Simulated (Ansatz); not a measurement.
```yaml
atoms:
  - { symbol: C, position_ang: [0.0000, -0.0478, -0.5411] }
  - { symbol: C, position_ang: [0.0000, -0.0417, 0.6651] }
  - { symbol: H, position_ang: [0.0000, 0.6323, 1.4082] }
  - { symbol: H, position_ang: [0.0000, -0.9062, -1.0727] }
  - { symbol: H, position_ang: [0.0000, 0.8110, -1.0798] }
```

Basis set: cc-pVDZ (spherical functions). Correlated methods keep 2 orbitals frozen. Charge 0, multiplicity 2.

Computed with Ansatz (development build ahead of 0.2.0); each method stands on the lowest determinant of its kind that the runs found.

The atomization energy at this shape (free ground-state atoms in the same class of orbitals less the molecule, no zero-point energy) of doublet C2H3:

| method | atomization energy |
| --- | --- |
| UHF-MP2 | 1627.2 kJ/mol |

Question: What does UHF give?

Answer: 1295.7 kJ/mol. Caution: the shape is not the minimum.
